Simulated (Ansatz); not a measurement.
Ansatz results at the PBE0-D4/def2-TZVP geometry: HOMO–LUMO gap (PBE0/def2-TZVPP) 5.38 eV; HOMO–LUMO gap (PBE/def2-TZVPP) 3.56 eV; LUMO energy (PBE/def2-TZVPP) -1.69 eV.

Each molecule was computed in one conformer, which needn't be the lowest.

Problem. Which molecule gave them?
A. `OC(O)Br`
B. `OC[Te][GeH3]`
C. `BC(B)CF`
D. `O[SiH2][CH2][GaH2]`

Solution. B. The others give `O[SiH2][CH2][GaH2]`: 6.79, 4.82, -1.50; `BC(B)CF`: 6.95, 4.50, -3.12; `OC(O)Br`: 7.98, 5.55, -1.11.
